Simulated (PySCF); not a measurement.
Delta-SCF ions had no search for a lower state. Excitations are Tamm–Dancoff values on a coarser integration grid. The basis has no diffuse functions, so Rydberg states are missing or too high.

# C$_{2}$H$_{8}$Ge, SMILES `[CH3][GeH2][CH3]` (charge 0, multiplicity 1)

The numbers are results of PySCF with TPSSh-D3(BJ)/def2-TZVP // PBE0-D3(BJ)/def2-SVP, not measurements.

The HOMO is -7.84 eV, the dipole moment comes out as 0.71 D and the HOMO–LUMO gap is 8.69 eV. The LUMO is 0.85 eV, the S1 excitation (TDA) is 8.21 eV and the S1 oscillator strength is 0.053. The brightest of the four lowest singlets (TDA) is 8.64 eV. The T1 excitation (TDA) is 7.85 eV and the S1–T1 gap (TDA) comes out as 0.35 eV. The vertical ionisation energy (Delta-SCF) comes out as 10.44 eV and the total energy is -2158.0516 Ha. The cost comes out as about 9 core-minutes (a rough figure).

```xyz
11

C      1.5996    -0.3737    -0.0192
Ge     0.0044     0.7209     0.2614
C     -1.6036    -0.2818    -0.2186
H      1.6744    -0.6770    -1.0740
H      2.5086     0.1847     0.2471
H      1.5547    -1.2810     0.6012
H      0.0947     2.0004    -0.6004
H     -0.0755     1.1511     1.7435
H     -2.5051     0.3291    -0.0666
H     -1.5636    -0.5856    -1.2751
H     -1.6887    -1.1871     0.4006
```
Charge 0, spin multiplicity 1.
